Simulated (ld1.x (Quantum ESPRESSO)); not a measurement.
# nitrogen (N): excitation energies, all-electron against RRKJ

```
Element                 : nitrogen
Generator               : ld1.x (Quantum ESPRESSO) 7.5
Type                    : norm-conserving RRKJ (Kleinman–Bylander form)
Functional              : BP86
Relativity              : fully relativistic
Frozen core             : [He]
Valence charge          : 5
Reference configuration : 2s2 2p2 (charge +1)
Partial waves           : 2p (bound): rc 1.70 bohr; 2s (bound): rc 1.10 bohr
Local potential         : the s channel
Core correction         : none
```

Open shells are filled in proportion to 2j + 1 (rel_dist='average').

Energies are relative to the spin-unpolarised reference configuration 2s2 2p2; without spin polarisation the order of configurations can differ from experiment.

```
valence configuration  charge  ΔE all-electron (eV)  error AE − PS (meV)
              2s2 2p1      +2                28.923                 +119
              2s1 2p3      +1                11.799                  +15
              2s1 2p0      +4               153.928                +1434
              2s1 2p4       0                -2.170                  +98
            2s2 2p2.5    +0.5                -8.540                  +10
```

(1) What are ΔE and the potential's error for 2s2 2p3?

(2) What are ΔE and the potential's error for 2s2 2p0?

Levels in the configuration 2s2 2p0:

```
   level  all-electron (eV)  pseudo (eV)
2s j=1/2            -68.213      -67.676
```

Answers

(1) ΔE = -13.680 eV all-electron; the error (AE − PS) is +27 meV.

(2) ΔE = 76.025 eV all-electron; the error (AE − PS) is +805 meV.
